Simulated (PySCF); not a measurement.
calicene (C8H6), SMILES C1=CC(=C2C=C2)C=C1.

Geometry: B3LYP-D3(BJ)/def2-SVP.

All values below come from TDA-B3LYP/def2-SVPD in PySCF.

Vertical excitations. The molecule is in vacuum. State labels are in the subgroup C2v.

Computed excitation energies, oscillator strengths and character:
```tsv
state	symmetry	energy (eV)	λ (nm)	f	main pairs
S1	A1	3.14	395	0.001	HOMO→LUMO 99 %
S2	B2	3.61	343	0.008	HOMO−1→LUMO 98 %
S3	B2	3.89	319	0.025	HOMO→LUMO+1 96 %
S4	A1	5.18	239	0.751	HOMO−1→LUMO+1 85 %
S5	A2	5.26	236	0.000	HOMO→LUMO+2 94 %
S6	B1	5.56	223	0.008	HOMO→LUMO+3 96 %
T1	B2	2.64	469	0	HOMO→LUMO+1 96 %
T2	B2	2.90	428	0	HOMO−1→LUMO 95 %
```
Triplets are in the Tamm–Dancoff approximation.
